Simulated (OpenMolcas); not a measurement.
## Kr IV: effect of the level shift or regulariser

```json
{
 "Program": "OpenMolcas 26.06",
 "Basis": "ANO-R1 [5s4p3d1f]",
 "Scalar Hamiltonian": "X2C, finite nucleus",
 "Active space": "3 electrons in 3 orbitals (4p)",
 "State averaging": "2S+1 = 4 odd, 1 root; 2S+1 = 2 odd, 8 roots",
 "Spin-orbit coupling": "state interaction with AMFI integrals over the reference wave functions, term energies averaged over their components"
}
```

Methods on the same reference wave functions:
A. CASSCF
B. SS-CASPT2, IPEA 0.25 Eh, imaginary shift 0.1 Eh (closed shells correlated: 3d 4s)
C. SS-CASPT2, IPEA 0.25 Eh, sigma2 regulariser 0.3 Eh (closed shells correlated: 3d 4s)

Energies in cm⁻¹ above 4s² 4p³ ⁴S°_3/2, the measured ground level; measured values from Saloman, J. Phys. Chem. Ref. Data 36, 215 (2007).

| Level | A | B | C | Measured |
| --- | --- | --- | --- | --- |
| 4s² 4p³ ⁴S°_3/2 | 0.0 | 0.0 | 0.0 | 0.0 |
| 4s² 4p³ ²D°_3/2 | 21651 | 19880 | 19880 | 17038 |
| 4s² 4p³ ²D°_5/2 | 23053 | 21410 | 21410 | 18700 |
| 4s² 4p³ ²P°_1/2 | 37979 | 34650 | 34650 | 31056 |
| 4s² 4p³ ²P°_3/2 | 39914 | 36770 | 36770 | 33406 |

Deviations, from unrounded energies. A percentage is the sum of absolute deviations over the sum of measured energies, with the sign that they share, or ± where signs differ.

| Against measurement | Levels | A | B | C |
| --- | --- | --- | --- | --- |
| mean absolute deviation (cm-1) | 4 | 5600 | 3100 | 3100 |
| other terms of the ground configuration (%) | 4 | +22.4 | +12.5 | +12.5 |

B, C lie about equally close to measurement and A furthest from it. The largest miss of C in the table is 4s² 4p³ ²P°_1/2, by +3600 cm-1. The ranking rests on the paired levels alone, and a cruder setting can come out closer through cancelling errors.

Between B and C no level of the table moves by more than 5 cm-1.

The two smallest mean deviations differ by little beside CASPT2's spread within terms, so their order carries little weight.

From A to B the spin-free energies of the other terms of 4s² 4p³ shown, above ⁴S°, scale by factors of 0.91 to 0.92.

The lowest spin-free term lies below A's lowest term by 0.377 hartree in B, 0.377 hartree in C.

CASPT2 breaks the degeneracy within a term, and the mean is taken; among the terms shown or strongly mixed into the levels shown the widest spread is 150 cm-1 (4s² 4p³ ²D°, C). With the s shell closed, the reference lacks s² → p² mixing. The basis is small and was not contracted for so high a charge. Some terms miss by over 15 % even with CASPT2, which points to a basis or an active space too small for the shells correlated (holds for B; C). Computed and measured levels are paired by configuration, term and J; levels that our copy of the source lacks, or whose pairing is in doubt (as where it misses far off the trend of its configuration), stay unpaired and out of the deviations. Levels of configurations outside the active space are missing.

° marks odd parity.
